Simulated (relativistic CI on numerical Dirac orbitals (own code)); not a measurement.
Method of calculation: Dirac-Coulomb-Breit CI, KLI orbitals optimised for each configuration, a model potential for QED, unscaled Slater integrals (own radial code, finite nucleus).

Configurations in the expansion (outside the closed core 1s2): 2s2 2p5, 2s 2p6, 2p6 3s, 2p6 3p, 2p6 3d, 2s2 2p4 3s, 2s2 2p4 3p, 2s2 2p4 3d, 2s 2p5 3s, 2s 2p5 3p, 2s 2p5 3d, 2s2 2p4 4s, 2s2 2p4 4p, 2s2 2p4 4d, 2s2 2p4 4f, 2s 2p5 4s, 2s 2p5 4p, 2s 2p5 4d, 2s2 2p3 3s2, 2s 2p5 4f, 2s2 2p3 3s 3p, 2s2 2p4 5s, 2s2 2p4 5p, 2s2 2p4 5d, 2s2 2p4 5f, 2s2 2p4 5g, 2s2 2p3 3s 3d, 2s2 2p3 3p2, 2s2 2p3 3p 3d, 2s 2p4 3s2, 2s2 2p3 3d2, 2s 2p4 3s 3p, 2s 2p4 3s 3d, 2s 2p4 3p2, 2s 2p5 5s, 2s 2p5 5p. Levels of other configurations are missing.

At this charge energies of transitions that change n are usually good to better than 1 %, and those within a shell (Δn = 0) to a few per cent.

Outline of the computed level scheme of Te XLIV. Lowest level of each configuration: 2s2 2p5 2P°_3/2 at 0.00 eV; 2s 2p6 2S_1/2 at 574.67 eV; 2s2 2p4 3s 4P_5/2 at 3976.07 eV; 2s2 2p4 3p 4P°_3/2 at 4057.54 eV; 2s2 2p4 3d 4D_3/2 at 4229.88 eV; 2s 2p5 3s 4P°_5/2 at 4511.23 eV.

Some strong electric-dipole decays among the lowest 45 levels: 2s2 2p4 3s 2D_5/2 → 2s2 2p5 2P°_3/2 (2.7e+14 s⁻¹); 2s2 2p4 3d 2D_5/2 → 2s2 2p5 2P°_3/2 (2.4e+14 s⁻¹); 2s2 2p4 3d 2P_1/2 → 2s2 2p5 2P°_3/2 (1.9e+14 s⁻¹); 2s2 2p4 3d 2P_3/2 → 2s2 2p5 2P°_3/2 (1.7e+14 s⁻¹); 2s2 2p4 3s 2D_3/2 → 2s2 2p5 2P°_3/2 (1.2e+14 s⁻¹); 2s2 2p4 3d 4F_5/2 → 2s2 2p5 2P°_3/2 (1.1e+14 s⁻¹); 2s2 2p4 3d 2D_3/2 → 2s2 2p5 2P°_3/2 (5.5e+13 s⁻¹); 2s2 2p4 3s 4P_3/2 → 2s2 2p5 2P°_3/2 (5.5e+13 s⁻¹).

LS names give the leading component of a level, which can be under half, so a name can repeat, a term be missing and a line seem to break the LS rules.
